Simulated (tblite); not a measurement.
C7H6N (doublet state).
Atom-mapped SMILES: `[CH2:1]=[C:2]1[CH:3]=[CH:4][C:5]([CH:6]=[N:7])=[CH:8]1` (hydrogens: H9, H10 on C1; H11 on C3; H12 on C4; H13 on C6; H14 on C8)

The geometry is computed with GFN2-xTB (gas phase). This method treats the open shell by occupation alone, without spin polarisation.

(1) What internal coordinates does the optimisation give?

## Answers

(1) 
```
  bond  length (pm)
 C1=C2        133.6
 C2–C3        146.4
 C3=C4        134.1
 C4–C5        146.4
 C5–C6        146.0
 C6=N7        122.7
 C5=C8        135.4
 C2–C8        145.8
 C1–H9        107.7
C1–H10        107.8
C3–H11        107.3
C4–H12        107.4
C6–H13        110.3
C8–H14        107.4
```

A selection of angles:
```
   angle  degrees
C1–C2–C3    127.2
C1–C2–C8    126.9
C3–C2–C8    106.0
C2–C3–C4    108.6
C3–C4–C5    108.5
C4–C5–C6    124.1
C4–C5–C8    109.1
C6–C5–C8    126.9
C5–C6–N7    127.9
C2–C8–C5    107.8
```

Torsions: C1–C2–C3–C4 180° (antiperiplanar); C2–C3–C4–C5 0° (synperiplanar); C3–C4–C5–C6 180° (antiperiplanar); C4–C5–C6–N7 0° (synperiplanar); C4–C5–C8–C2 0° (synperiplanar); C1–C2–C8–C5 180° (antiperiplanar).

C1 (carbon bonded to C and 2 H) is planar (angles 121.7°, 121.4° and 116.9°, sum 360.0°, 0.00 Å off the plane of its three neighbours). C2 (carbon bonded to 3 C) is planar (angles 127.2°, 126.9° and 106.0°, sum 360.0°, 0.00 Å off the plane of its three neighbours). C8 (carbon bonded to 2 C and H) is planar (angles 127.9°, 124.3° and 107.8°, sum 360.0°, 0.00 Å off the plane of its three neighbours). The 7 C–C bonds span 1.336 Å (C1=C2, drawn double) to 1.464 Å (C4–C5, drawn single), a spread of 0.128 Å. The 8 heavy atoms lie in one plane (0.001 Å rms). C4 (carbon bonded to 2 C and H) is planar (angles 128.5°, 123.0° and 108.5°, sum 360.0°, 0.00 Å off the plane of its three neighbours). C6 (carbon bonded to C, N and H) is planar (angles 127.9°, 120.3° and 111.8°, sum 360.0°, 0.00 Å off the plane of its three neighbours).

Point group: Cs (tolerance 0.08 Å). Its GFN2-xTB frequencies are all real (lowest 79 cm⁻¹).

Hardware: one thread of an Arm Neoverse V2, shared host with 32 logical CPUs at a one-minute load of 27. Cost: 0.12 s. This is the geometry optimisation.

One conformer stands for the species.
